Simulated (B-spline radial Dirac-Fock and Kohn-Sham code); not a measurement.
## Magnetic form factor of the 3d shell of Rh¹⁸⁺

System: rhodium as Rh¹⁸⁺ in the configuration [Ar] 3d9.

The computed values come from a radial finite-basis atomic code: relativistic Hartree-Fock (Dirac-Fock) wave functions, averaged over the configuration. ⟨j_K⟩ is the integral of the 3d radial density with the spherical Bessel function j_K(4πsr), s = sin θ/λ.

```tsv
s (Å⁻¹)	⟨j0⟩	⟨j2⟩	⟨j4⟩
0	1.0000	0.0000	0.0000
0.07	0.9947	0.0021	0.0000
0.09	0.9912	0.0035	0.0000
0.1	0.9892	0.0043	0.0000
0.13	0.9818	0.0073	0.0000
0.16	0.9726	0.0109	0.0001
0.19	0.9615	0.0152	0.0001
0.24	0.9394	0.0239	0.0003
0.29	0.9129	0.0341	0.0005
0.35	0.8758	0.0482	0.0011
0.43	0.8190	0.0691	0.0024
0.53	0.7390	0.0972	0.0051
0.65	0.6358	0.1309	0.0102
0.79	0.5139	0.1660	0.0192
0.97	0.3683	0.1988	0.0345
1.19	0.2223	0.2164	0.0565
1.46	0.0987	0.2083	0.0817
```

Radial moments of the shell: ⟨r²⟩ = 0.1476, ⟨r⁴⟩ = 0.03907, ⟨r⁶⟩ = 0.01639 in powers of bohr.
